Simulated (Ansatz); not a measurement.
CuN₄, that is [Cu(N2)2]+ with one electron more. The state is a doublet with charge 0. Geometry PBE-D4/def2-SVP, that of the charge +1 singlet; atoms count from 1.

```xyz
5

Cu    0.0020    0.0000   -0.0027
N    -1.5047    0.0546   -1.1130
N    -2.4001    0.0868   -1.7739
N     1.5046   -0.0550    1.1131
N     2.3983   -0.0864    1.7765
```

Problem. Estimate the Mulliken populations from the PBE0/def2-TZVP orbitals of Ansatz.

Solution. 
```csv
atom,charge (e),spin (α − β),d electrons
Cu1,0.12,0.12,9.78
N2,0.07,0.12,–
N3,-0.13,0.32,–
N4,0.07,0.12,–
N5,-0.13,0.32,–
```
Mulliken values depend strongly on the basis.

Problem. Where does the spin sit?

Solution. Summed by element: Cu 0.12, N 0.88, of 1 unpaired in all. Largest on single atoms: N3 0.32, N5 0.32, N2 0.12.

Problem. And the Mayer bond orders between heavy atoms (over 0.3)?

Solution. Cu1–N2 0.78 (1.87 Å); Cu1–N4 0.78 (1.87 Å); N2–N3 2.17 (1.11 Å); N4–N5 2.17 (1.11 Å).
